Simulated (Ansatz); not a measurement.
Total energies of F$_{2}$OSW, SMILES `[O]=[W]([F])([F])=[S]`.

```xyz
5

O     1.620   -0.264   -0.506
W     0.022   -0.078    0.005
F    -1.077   -1.056   -1.109
F    -0.098   -0.579    1.777
S    -0.467    1.977   -0.168
```

Charge 0, multiplicity 1. Correlated methods include outer-core shells of W, which these sets cover unevenly. W takes the def2 core potential. All single points use the PBE0-D4/def2-TZVP geometry. Basis def2-TZVPP, the Gaussian-basis code of Ansatz.

RPA on PBE orbitals: Hartree–Fock energy of these orbitals -737.87669 Eh, correlation -2.02781 Eh (frozen core).

| functional | kind | energy without D4 (Eh) | D4 term (kJ/mol) |
| --- | --- | --- | --- |
| B3LYP | global hybrid, 20 % | -740.60006 | -22.7 |
| LC-ωPBE | long-range corrected hybrid | -740.29060 | – |

Problem. Give the same for LDA (SPW92), PBE, revPBE, BLYP, r2SCAN, B97M-V, PBE0, r2SCANh, r2SCAN0, HSE06 (plane-wave form), BHLYP, CAM-B3LYP, ωB97X-V, ωB97M-V, B2PLYP, PBE-QIDH. (Best estimate.)

Solution. Ansatz gave: 
| functional | kind | energy without D4 (Eh) | D4 term (kJ/mol) |
| --- | --- | --- | --- |
| LDA (SPW92) | LDA | -737.32494 | – |
| PBE | GGA | -740.19478 | -13.8 |
| revPBE | GGA | -740.48924 | -33.2 |
| BLYP | GGA | -740.55622 | -29.3 |
| r2SCAN | meta-GGA | -740.47329 | -3.0 |
| B97M-V | meta-GGA with VV10 | -740.37316 | – |
| PBE0 | global hybrid, 25 % exact exchange | -740.14021 | -11.7 |
| r2SCANh | meta-GGA hybrid, 10 % | -740.41997 | -3.3 |
| r2SCAN0 | meta-GGA hybrid, 25 % | -740.34227 | -3.7 |
| HSE06 (plane-wave form) | screened hybrid | -740.12193 | -11.1 |
| BHLYP | global hybrid, 50 % | -740.28979 | -20.7 |
| CAM-B3LYP | range-separated hybrid | -740.44791 | -12.2 |
| ωB97X-V | range-separated hybrid GGA with VV10 | -740.35842 | – |
| ωB97M-V | range-separated hybrid meta-GGA with VV10 | -740.37577 | – |
| B2PLYP | double hybrid | -740.18298 | – |
| PBE-QIDH | double hybrid | -739.92219 | – |

B3LYP takes the VWN-RPA correlation (the form of Gaussian; ORCA's B3LYP/G). HSE06 is the plane-wave form, built on full-range PBE exchange. The double hybrids freeze the cores in their second-order part.

LC-ωPBE has ω = 0.4 bohr⁻¹.
